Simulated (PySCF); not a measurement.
CH4N, multiplicity 2. Atoms are numbered in the order given.

```xyz
6

C     -0.7231     0.0781     0.0000
N      0.6518    -0.0952     0.0000
H     -1.2397    -0.1162    -0.9302
H     -1.2397    -0.1162     0.9302
H      1.1277     0.2151     0.8326
H      1.1277     0.2151    -0.8326
```
Charge 0, spin multiplicity 2.

Geometry: PBE0-D3(BJ)/def2-TZVP. The isomer is the one that the SMILES or the coordinates give; other isomers of the formula were not compared.

Calculation: M06-2X/def2-TZVPD in PySCF.

Gas-phase values at a fixed geometry.

```yaml
total_energy: -95.18803 hartree
point_group: Cs
"α spin, highest occupied and lowest empty level": -5.55 and 0.63 eV
"β spin, highest occupied and lowest empty level": -10.03 and 0.36 eV
dipole_moment: 1.09 D
quadrupole, principal values (traceless, Buckingham form, about the centre of nuclear charge): -5.58, 2.39, 3.18 D·Å
mean_static_polarisability: 26.4 bohr³ (3.91 Å³)
polarisability_principal_values: 23.4, 23.9, 31.8 bohr³
"⟨S²⟩": 0.755 (pure state 0.75)
```
